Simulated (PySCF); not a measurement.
Species: BeF4 (charge -2).
Atom-mapped SMILES: `[F:1][Be-2:2]([F:3])([F:4])[F:5]`

Cartesian coordinates in Å at the PBE0-D3(BJ)/def2-TZVP level; atoms count from 1:
```
atom  x, y, z in Å
F1    -0.0466   -0.8066   -1.3910
Be2    0.0070   -0.0067   -0.0078
F3     1.5261    0.1310    0.4693
F4    -0.8300   -0.7991    1.1002
F5    -0.6234    1.4473   -0.2091
```

The closed-shell ground state was solved at several levels (PySCF, density fitting, gas phase, non-relativistic). Isolated species at its PBE0-D3(BJ)/def2-TZVP geometry, gas phase. Whether so highly charged an anion holds all its electrons in the gas phase wasn't checked; a finite basis holds them in any case. The ion is multiply charged and computed without counter-ions or solvent. The HOMO energy is positive, so at this level the finite basis confines the outermost electrons. No diffuse functions stand in pcSseg-2, which bears on an anion's orbital energies.

```
           level  basis functions  HOMO (eV)  LUMO (eV)  gap (eV)
wB97X-D/pcSseg-2              165       0.03      10.53     10.50
   PBE0/pcSseg-2              165       2.05       9.18      7.13
  B97-2/pcSseg-2              165       2.40       9.22      6.82
```

Q: What might KT3/pcSseg-2 (165 basis functions) give for the same quantities?

A: HOMO 3.96 eV, LUMO 8.43 eV, gap 4.47 eV.

Q: Over all these levels, which gives the widest orbital gap and which the narrowest?

A: wB97X-D/pcSseg-2 (range-separated hybrid) has the widest, 10.50 eV, and KT3/pcSseg-2 (GGA) the narrowest, 4.47 eV. From the narrowest to the widest the HOMO moves by -3.93 eV and the LUMO by +2.10 eV.

Q: In the pcSseg-2 basis, how does the gap go with the fixed share of exact exchange?

A: KT3 (0 %) 4.47 eV; B97-2 (21 %) 6.82 eV; PBE0 (25 %) 7.13 eV. Each rise in the share widens the gap here.
